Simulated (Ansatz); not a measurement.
The first iterations of a band of a periodic cell of 17 atoms, Au16Cl (surface Au(110), adsorbate Cl).

These are results of Ansatz, DFT PBE, scalar-relativistic, plane waves, PAW, not measurements. Settings: cutoff 420 eV, k mesh 2x3x1, gaussian smearing 0.05 eV, no spin polarisation.

```
movable images  : 6
climbing image  : from the first iteration
spring          : 5.0 eV/Å²
optimiser       : quadratic models (default)
start path      : default
force threshold : 0.05 eV/Å
iteration limit : 19
end points      : relaxed
atoms held      : 1 to 4
```

Image 0:

```xyz
17
Lattice="8.1600 0.0000 0.0000 0.0000 5.7700 0.0000 0.0000 0.0000 16.3275" Properties=species:S:1:pos:R:3
Au 2.040 1.442 1.000
Au 6.120 1.442 1.000
Au 2.040 4.327 1.000
Au 6.120 4.327 1.000
Au -0.004 0.000 2.270
Au 4.089 0.000 2.278
Au -0.004 2.885 2.270
Au 4.090 2.885 2.278
Au -0.402 1.442 4.737
Au 4.495 1.442 4.744
Au -0.466 4.327 4.752
Au 4.577 4.327 4.759
Au -2.040 -0.050 6.604
Au 2.045 -0.019 4.345
Au -2.040 2.935 6.604
Au 2.045 2.904 4.342
Cl -1.913 1.442 8.551
```

Image 7:

```xyz
17
Lattice="8.1600 0.0000 0.0000 0.0000 5.7700 0.0000 0.0000 0.0000 16.3275" Properties=species:S:1:pos:R:3
Au 2.040 1.442 1.000
Au 6.120 1.442 1.000
Au 2.040 4.327 1.000
Au 6.120 4.327 1.000
Au -0.004 0.000 2.270
Au 4.090 0.000 2.278
Au -0.004 2.885 2.270
Au 4.089 2.885 2.278
Au -0.466 1.442 4.752
Au 4.577 1.442 4.759
Au -0.402 4.327 4.737
Au 4.495 4.327 4.744
Au -2.040 0.050 6.604
Au 2.045 0.019 4.342
Au -2.040 2.835 6.604
Au 2.045 2.866 4.345
Cl -1.913 4.327 8.551
```

| iteration | highest image above the first end (eV) | largest band force component (eV/Å) |
| --- | --- | --- |
| 1 | 1.652 | 9.218 |
| 2 | 0.840 | 4.775 |
| 3 | 0.442 | 2.013 |

Question: Does the band converge within its limit, and where does its top end?

Answer: The forces met the threshold. It ended after 9 iterations with the highest image 0.338 eV above the first end. The order of the point at the top wasn't checked. Limits of this set-up: coarse k mesh, thin slab, slab without dipole correction, odd electron count without spin, a typed lattice constant that wasn't relaxed here.

Run time: 22 min on 4 threads of Arm Neoverse V1, on a shared host, peak memory 4.7 GiB.
